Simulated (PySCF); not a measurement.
PbS, SMILES [S]=[Pb] (connectivity only; charge and spin as stated), neutral, multiplicity 1. Heavy atoms are numbered as in [Pb:1]=[S:2].

Coordinates come from a B3LYP-D3(BJ)/def2-TZVP optimisation. The def2 effective core potentials stand for the cores of Pb; spin–orbit coupling is left out.

These are HF/def2-TZVPD (PySCF) values and carry that method's errors.

Mulliken values depend strongly on the basis, most of all with diffuse functions as here. ESP charges are fitted to the potential on shells at 1.4 to 2.0 van der Waals radii. Atomic charges (e), one atom of each kind:

```csv
atom,Mulliken,ESP fit
Pb1,0.70,___
S2,-0.70,___
```

**Question.** Some entries are withheld; supply them. (The exact figures need the calculation; the answer reports its results.)

**Answer.** 
- Pb1, ESP fit: 0.49
- S2, ESP fit: -0.49
